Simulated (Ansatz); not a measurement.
Isolated molecules relaxed with PBE0-D4/def2-TZVP in Ansatz; ΔE leaves out vibrations. CBS: MP2 limit from def2 TZ/QZ plus the TZ coupled-cluster correction, frozen cores. This one scheme is used for every species. DFT in def2-TZVPP. B3LYP here is the variant with VWN-RPA as its local correlation; programs differ in this. def2 core potentials past Kr. For Sn outer-core shells are correlated without core-valence functions, which leaves a few kJ/mol of doubt a bond. One conformer a species, not always the lowest.

Reaction (formal exchange of groups at the Sn–Si bond): `[NH2][SnH]([OH])[SiH2]F` + `C=O` → `[NH2][SnH]([OH])[CH]=O` + `F[SiH3]`

Task: Is it downhill or uphill in electronic energy at CCSD(T)/CBS, and by how much? (Estimate.)

Result: The calculation gave: Uphill: ΔE = +35.7 kJ/mol.

Task: What do these levels give: PBE-D4, B2PLYP, PBE, B3LYP, HF/def2-TZVPP, MP2/def2-TZVPP, SCS-MP2/def2-TZVPP, CCSD(T)/def2-TZVPP, SCS-MP2/def2-QZVPP, HF/CBS(def2), MP2/CBS(def2), CCSD/CBS(def2)? (Best estimate.)

Result: Computed: PBE-D4 39.2, B2PLYP 33.0, PBE 38.0, B3LYP 34.4, HF/def2-TZVPP 36.5, MP2/def2-TZVPP 32.3, SCS-MP2/def2-TZVPP 30.8, CCSD(T)/def2-TZVPP 32.0, SCS-MP2/def2-QZVPP 32.9, HF/CBS(def2) 36.5, MP2/CBS(def2) 35.9, CCSD/CBS(def2) 37.8 kJ/mol.

Largest T1 diagnostic among the species: 0.015.

From PBE to PBE0 (25 % exact exchange), in def2-TZVPP and without D4, ΔE moves by +3.1 kJ/mol. In def2-TZVPP, CCSD(T) changes the Hartree–Fock value by −4.5 kJ/mol (the triples alone add −2.2 kJ/mol) and MP2 by −4.2 kJ/mol.
